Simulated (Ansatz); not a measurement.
The standard entropy of BF3 (boron trifluoride) from a frequency calculation

A singlet with charge 0, relaxed at PBE0-D4/def2-TZVP (Ansatz 0.2.0):

```xyz
4

F     0.5439    0.2107    1.1743
B     0.0000    0.0000    0.0000
F    -0.2652   -1.2235   -0.3896
F    -0.2787    1.0128   -0.7847
```

Harmonic wavenumbers in cm⁻¹: 475, 475, 690, 897, 1487, 1487.

Masses in u: F 18.998, B 10.81. Take T = 298.15 K, p = 1 bar, R = 8.3145 J/(mol K), kT/hc = 207.22 cm⁻¹, rigid rotor and harmonic oscillator.

Q: Compute the standard molar entropy.

A: 
1. Translation (Sackur–Tetrode): S = R[3/2 ln M + 5/2 ln T − 1.1517] with M = 67.804 gives 161.4 J/(mol K).
2. Rotation: principal moments 48.988, 48.993, 97.982 u Å² give A, B, C = 0.3441, 0.3441, 0.172 cm⁻¹; the symmetry number is σ = 6; q = (√π/σ)√((kT/hc)³/ABC) = 6175; S = R(ln q + 3/2) = 85.0.
3. Vibration: with u = ν̃/207.22, each mode gives R[u/(eᵘ − 1) − ln(1 − e⁻ᵘ)]; the sum is 8.1, most from 475 cm⁻¹ (3.0), 475 cm⁻¹ (3.0), 690 cm⁻¹ (1.3).
4. Electronic: R ln 1 = 0.0, from the spin multiplicity alone.
5. Sum: 161.4 + 85.0 + 8.1 + 0.0 = 254.5 J/(mol K).

No measured value is set beside it here.
